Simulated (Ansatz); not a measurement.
Program: Ansatz. Geometries: PBE0-D4/def2-TZVP. ΔE: electronic, gas phase. CCSD(T)/CBS adds triple-zeta CCSD(T) − MP2 to the extrapolated MP2 energy (def2 sets, frozen cores). This one scheme is used for every species. Functionals use def2-TZVPP. B3LYP here is the variant with VWN-RPA as its local correlation; programs differ in this. HSE06 is defined as in plane-wave codes. One conformer a species, not always the lowest.

`N=C(F)S[SiH2]N` → `N=C(F)S` + `N[SiH]`  (silylene formation by 1,1-elimination)

CCSD(T)/CBS gives +2.32 eV.

Q: Another level gave +2.39 eV. Which?
A. B3LYP-D4/def2-TZVPP
B. B3LYP/def2-TZVPP
C. CAM-B3LYP-D4/def2-TZVPP
D. HSE06-D4/def2-TZVPP

A: D. HSE06-D4 2.39, B3LYP 2.07, B3LYP-D4 2.23, CAM-B3LYP-D4 2.31 eV.

Largest T1 diagnostic among the species: 0.015.

From PBE to PBE0 (25 % exact exchange), in def2-TZVPP and without D4, ΔE moves by +0.16 eV. Leaving LDA and LC-ωPBE aside and taking each functional with its dispersion term where it has one, the values, not all of them listed here, spread over 0.42 eV, from BLYP-D4 to r2SCAN0-D4. LDA lies +0.31 eV from PBE without D4.
